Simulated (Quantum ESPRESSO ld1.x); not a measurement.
Task: All-electron atom: K10+ in [He] 2s2 2p5. All-electron calculation, Dirac Kohn-Sham, PBE, spin-unpolarised, spherical densities, point nucleus; open shells fill j = l - 1/2 first. Program: ld1.x of Quantum ESPRESSO 7.5. Some entries of the table are withheld. Estimate them.

orbital,occ.,eigenvalue (eV),<r^2> (bohr^2),<1/r> (bohr^-1)
1s1/2,2,-3812.57,(1),18.73
2s1/2,2,-606.185,0.1654,3.942
2p1/2,2,-540.217,(2),3.872
2p3/2,3,-537.035,(3),3.837

Result: 
(1) 1s1/2 <r^2> (bohr^2): 0.008808
(2) 2p1/2 <r^2> (bohr^2): 0.1357
(3) 2p3/2 <r^2> (bohr^2): 0.1373
